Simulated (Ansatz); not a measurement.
C3H7NSi, SMILES N1([SiH3])CC=C1.

Coordinates come from a ωB97X-D3(BJ)/def2-SVP optimisation. The structure was generated by enumeration, and PubChem lists no compound with its InChIKey, so it may never have been made.

Two levels are set side by side: PBE/def2-TZVPD (Ansatz, an electronic-structure program) and PBE0/def2-TZVPD (Ansatz). Energy differences of separate SCF runs at the same geometry; the states with an electron removed or added have multiplicity 2 and 2. Differences are taken from unrounded values.

```csv
quantity,PBE0
vertical ionisation energy (eV),7.95
vertical singlet–triplet gap (eV),3.64
```

### Question
What does PBE give, and how far is it from PBE0? (An estimate is asked for; the answer gives what the named calculation found.)

### Answer

```json
[
 {"quantity": "vertical ionisation energy (eV)", "PBE": "7.93", "PBE minus PBE0": "-0.02"},
 {"quantity": "vertical singlet–triplet gap (eV)", "PBE": "3.73", "PBE minus PBE0": "0.09"}
]
```
